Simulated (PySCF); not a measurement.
C4H4N2, SMILES C=C1N=CC=N1.

Geometry optimised at B3LYP-D3(BJ)/def2-SVP.

Two levels are set side by side: TDDFT-PBE/def2-SVPD (PySCF) and TDDFT-CAM-B3LYP/def2-SVPD (PySCF). Vertical, same geometry. The lowest singlet is HOMO→LUMO 100 % with PBE and HOMO−1→LUMO 98 % with the other functional; states are paired by order. Differences are taken from unrounded values.

```json
[
 {"quantity": "lowest singlet excitation (eV)", "TDDFT-CAM-B3LYP": "3.86"},
 {"quantity": "lowest triplet excitation (TDA) (eV)", "TDDFT-CAM-B3LYP": "2.66"},
 {"quantity": "first bright state (f over 0.05) (eV)", "TDDFT-CAM-B3LYP": "5.23"},
 {"quantity": "its oscillator strength", "TDDFT-CAM-B3LYP": "0.47"}
]
```

Q: What does TDDFT-PBE give, and how far is it from TDDFT-CAM-B3LYP? (The exact figures need the calculation; the answer reports its results.)

A: 
```csv
quantity,TDDFT-PBE,TDDFT-PBE minus TDDFT-CAM-B3LYP
lowest singlet excitation (eV),2.93,-0.93
lowest triplet excitation (TDA) (eV),2.63,-0.03
first bright state (f over 0.05) (eV),5.09,-0.14
its oscillator strength,0.36,-0.10
```

Functionals without exact exchange tend to place singlet excitations lower, as here. Differences between two approximate levels are no errors against the true value.

Rough cost on one machine, each run with all the roots and properties that it gave: TDDFT-CAM-B3LYP against TDDFT-PBE about 6 times.
